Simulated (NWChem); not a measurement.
## Polarisability of FIn

```
In
F 1 2.0049
```
Charge 0, spin multiplicity 1.

All runs are NWChem calculations. All single points use one geometry, from B3LYP/def2-SVP with def2 effective core potentials on In, a minimum by its harmonic frequencies.

Basis set: def2-SVPD. The field's frequency is 0.0773 Ha (589 nm).

Effective core potentials replace the inner electrons of In; spin-orbit coupling is left out. B3LYP has NWChem's definition, with VWN1-RPA local correlation. The structure started from a generated list of species.

**Question.** One of these methods gave an isotropic polarisability of 42.65 bohr³. Which?
A) LDA (SVWN5)
B) HF
C) B3LYP
D) PBE

**Answer.** A, LDA (SVWN5). The others give 44.65 (PBE), 48.12 (HF), 43.36 (B3LYP).
